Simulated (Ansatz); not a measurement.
`CB(S)O[SiH3]` and `COB(C)S` differ in one atom or group.

Ansatz, PBE0-D4/def2-TZVP geometries, multiplicity 1. Each molecule was computed in one conformer, which needn't be the lowest.

| property | `CB(S)O[SiH3]` |
| --- | --- |
| HOMO energy (ωB97M-V/def2-TZVPP) / eV | -9.92 |
| HOMO energy (PBE/def2-TZVPP) / eV | -6.50 |
| LUMO energy (PBE/def2-TZVPP) / eV | -0.89 |
| HOMO–LUMO gap (ωB97M-V/def2-TZVPP) / eV | 11.53 |
| LUMO energy (ωB97M-V/def2-TZVPP) / eV | 1.61 |
| HOMO energy (PBE0/def2-TZVPP) / eV | -7.71 |

(1) What does the change do to each property? (Best estimate.)

Results:

(1) Computed: 
```
                               property  `COB(C)S`  shift
  HOMO energy (ωB97M-V/def2-TZVPP) / eV      -9.81   0.11
      HOMO energy (PBE/def2-TZVPP) / eV      -6.36   0.14
      LUMO energy (PBE/def2-TZVPP) / eV      -0.56   0.33
HOMO–LUMO gap (ωB97M-V/def2-TZVPP) / eV      11.82   0.29
  LUMO energy (ωB97M-V/def2-TZVPP) / eV       2.01   0.40
     HOMO energy (PBE0/def2-TZVPP) / eV      -7.60   0.11
```

With PBE0 the HOMO rises by 0.11 eV and the LUMO rises by 0.41 eV, so the gap widens by about 0.30 eV. PBE moves the HOMO by 0.14 eV and ωB97M-V by 0.11 eV.
